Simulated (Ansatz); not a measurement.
Calculated with Ansatz (gas phase, PBE0-D4/def2-TZVP geometries, no zero-point term in ΔE). CCSD(T)/CBS is the MP2 limit (def2-TZVPP, def2-QZVPP) plus CCSD(T) − MP2 in def2-TZVPP, frozen cores. This one scheme is used for every species. DFT in def2-TZVPP. For Br outer-core shells are correlated without core-valence functions, which leaves a few kJ/mol of doubt a bond. Scalar relativity is left out up to krypton. One conformer a species, not always the lowest.

Consider the formal hydrolysis of the Si–F bond: `F[Si]([SiH3])(Cl)Br` + H₂O → `O[Si]([SiH3])(Cl)Br` + H–F.

`F[Si]([SiH3])(Cl)Br`:

Cartesian coordinates in Å:
```
F 0.362 -1.894 -1.184
Si 0.366 -0.319 -0.967
Si -0.479 0.248 1.131
Cl -0.760 0.492 -2.461
Br 2.453 0.362 -1.184
H -1.879 -0.235 1.241
H -0.433 1.726 1.249
H 0.369 -0.380 2.175
```

H₂O:

```xyz
3

O    -0.189    0.272    0.204
H     0.083   -0.599    0.502
H     0.107    0.327   -0.707
```

`O[Si]([SiH3])(Cl)Br`:

Cartesian coordinates in Å:
```
O 0.655 1.814 0.260
Si -0.430 0.673 -0.155
Si 0.525 -1.432 0.127
Cl -1.031 0.942 -2.102
Br -2.256 0.868 1.102
H 0.397 2.738 0.220
H -0.486 -2.445 -0.267
H 1.727 -1.549 -0.738
H 0.899 -1.611 1.552
```

H–F:

Cartesian coordinates in Å:
```
F 0.156 0.117 0.417
H -0.156 -0.117 -0.417
```

```json
{"level": "B97M-V", "ΔE (kJ/mol)": "37.6"}
{"level": "ωB97M-V", "ΔE (kJ/mol)": "33.0"}
{"level": "r2SCAN0", "ΔE (kJ/mol)": "32.9"}
{"level": "BHLYP", "ΔE (kJ/mol)": "35.9"}
{"level": "MP2/def2-SVP", "ΔE (kJ/mol)": "27.1"}
{"level": "CCSD(T)/def2-SVP", "ΔE (kJ/mol)": "29.9"}
{"level": "CCSD/def2-TZVPP", "ΔE (kJ/mol)": "31.6"}
{"level": "SCS-MP2/def2-QZVPP", "ΔE (kJ/mol)": "32.0"}
```

Task: What does CCSD(T)/CBS give? (Estimate.)

Result: The calculation gave: +31.8 kJ/mol. The listed levels differ from it by 5.8, 1.2, 1.1, 4.1, -4.7, -1.9, -0.2, 0.2 kJ/mol.

Largest T1 diagnostic among the species: 0.010.

From BLYP to BHLYP (50 % exact exchange), in def2-TZVPP and without D4, ΔE moves by −3.1 kJ/mol. The D4 term adds −4.0 kJ/mol with B3LYP and −2.2 kJ/mol with PBE0; it sums over pairs of atoms, weighted by their polarisabilities, and B3LYP, whose exchange is more repulsive, gets the larger term. In def2-TZVPP, CCSD(T) changes the Hartree–Fock value by −5.9 kJ/mol (the triples alone add −1.1 kJ/mol) and MP2 by −8.7 kJ/mol.

CCSD(T)/CBS has its own doubt, a few kJ/mol and more with outer-core shells, so smaller differences from it don't rank the levels.

B3LYP here is the variant with VWN-RPA as its local correlation; programs differ in this.
